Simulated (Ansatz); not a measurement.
Ag₂Sn. The state is a singlet with charge 0. Geometry relaxed at B3LYP-D4/def2-TZVP.

```csv
atom,x (Å),y (Å),z (Å)
Ag1,1.652,0.397,-0.386
Ag2,-1.300,-0.627,-0.977
Sn3,-0.352,0.230,1.363
```

In the def2 sets Ag, Sn take a core potential; there is no spin–orbit coupling. The relaxation made no stability test and no search for a lower SCF solution. The structure comes from a short search, and lower isomers may exist.

**Question.** Estimate the harmonic wavenumbers at RKS B3LYP-D4/def2-TZVP (Ansatz, unscaled). Is this a minimum?

**Answer.** 39, 145, 175 cm⁻¹. Yes, no mode is imaginary beyond noise. Zero-point energy 2.1 kJ/mol. It took 11 s on 4 threads of Arm Neoverse V2 on a shared host.
